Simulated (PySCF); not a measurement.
Excitations are Tamm–Dancoff values on a coarser integration grid. The basis has no diffuse functions, so Rydberg states are missing or too high.

Cartesian coordinates (Å):
SMILES: [F][In]([F])[F]
```xyz
4

F     -1.3989    -1.3326    -0.0049
In    -0.0002    -0.0002     0.0000
F     -0.4539     1.8775    -0.0143
F      1.8531    -0.5448     0.0192
```
Charge 0, spin multiplicity 1.

Predict the T1 excitation (TDA), total energy and S1 excitation (TDA) from PBE-D3(BJ)/def2-TZVP // B3LYP-D3(BJ)/def2-TZVP run with PySCF.


| Property | Result |
|---|---|
| T1 excitation (TDA) | 4.48 eV |
| total energy | -13322.83 eV |
| S1 excitation (TDA) | 4.97 eV |
